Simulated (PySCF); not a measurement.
A structure optimised at ωB97X-D3(BJ)/def2-SVP, used in a PySCF frequency run:

```xyz
8

Si     1.3839    -0.1047    -0.2639
F      2.0924     0.5843     1.0365
Si    -0.8979    -0.2592     0.1846
F     -1.5679    -1.0650    -1.0552
F     -1.5379     1.2300     0.1953
H      1.6304     0.7433    -1.4599
H      1.9729    -1.4563    -0.4633
H     -1.2873    -0.9364     1.4440
```
Charge 0, spin multiplicity 1.

Q: Write its SMILES and formula.

A: F[SiH2][SiH](F)F, F3H3Si2

Q: What are its rotational constants (standard atomic weights)?

A: 5.1353, 1.7353, 1.4295 GHz
